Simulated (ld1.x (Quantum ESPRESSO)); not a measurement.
## Which change was made? (Ga, ultrasoft)

ld1.x (Quantum ESPRESSO) 7.5 input, shortened:

```
&input
   title='Ga', zed=31., rel=1, dft='PZ', iswitch=3,
   config='[Ar] 3d10 4s2 4p0'
 /
 &inputp
   pseudotype=3, tm=.true., lloc=-1, rcloc=0.75,
   nlcc=.true., new_core_ps=.true.,
   which_augfun='PSQ', rmatch_augfun_nc=.true.
 /
6
4S  1  0   2.00   0.00  1.20  1.70  0.0
4S  1  0   0.00  -0.15  1.20  1.70  0.0
4P  2  1   0.00   0.00  2.10  2.35  0.0
4P  2  1   0.00  -0.20  2.10  2.35  0.0
3D  3  2  10.00   0.00  0.55  0.65  0.0
3D  3  2   0.00  -1.15  0.55  0.65  0.0
 &test
   configts(1)='3d10 4s2 4p0'
 /
```

Cutoffs, loose and tight: the cutoffs (Ry, on a coarse ladder) from which the occupation-weighted sum of valence levels, in a spherical-Bessel basis at the reference potential, stays within 10 and 1 mRy of its value at 400 Ry. They do not see the model core or the augmentation charge, which bear on the density cutoff. Test errors are all-electron minus pseudo excitation energies from the reference, over the configurations 3d10 4s2 4p1; 3d10 4s1 4p0; 3d10 4s0 4p0; 3d10 4s1 4p2; 3d10 4s2 4p0.5; 3d9 4s2 4p2; 3d10 4s2 4p1.3 (two spin-polarised tests are not counted in the largest error); variants that change the core or the reference have their own tests.

The base gives: outcome: generated; cutoff, loose: over 300 Ry; cutoff, tight: over 300 Ry; bound ghosts: s, p; largest test error (meV): -311.

(1) After one change the result is: outcome: generated; cutoff, loose: over 300 Ry; cutoff, tight: over 300 Ry; bound ghosts: none; largest test error (meV): -312. Which change was it?
A. local potential all-electron potential smoothed inside 1.55 bohr (lloc = -1)
B. waves 4p (bound): rcut 2.10, rcutus 2.84 bohr; 4p channel at -0.2 Ry: rcut 2.10, rcutus 2.84 bohr
C. waves 4s (bound): rcut 1.20, rcutus 2.02 bohr; 4s channel at -0.15 Ry: rcut 1.20, rcutus 2.02 bohr

Results:

(1) A. The others give: waves 4s (bound): rcut 1.20, rcutus 2.02 bohr; 4s channel at -0.15 Ry: rcut 1.20, rcutus 2.02 bohr → outcome: generated, overlap not positive; bound ghosts: p (s not tested, overlap not positive); largest test error (meV): -310 | waves 4p (bound): rcut 2.10, rcutus 2.84 bohr; 4p channel at -0.2 Ry: rcut 2.10, rcutus 2.84 bohr → outcome: generated; cutoff, loose: over 300 Ry; cutoff, tight: over 300 Ry; bound ghosts: s, p; largest test error (meV): -425. A file whose overlap is not positive is unfit for use, and its test errors describe a broken file.
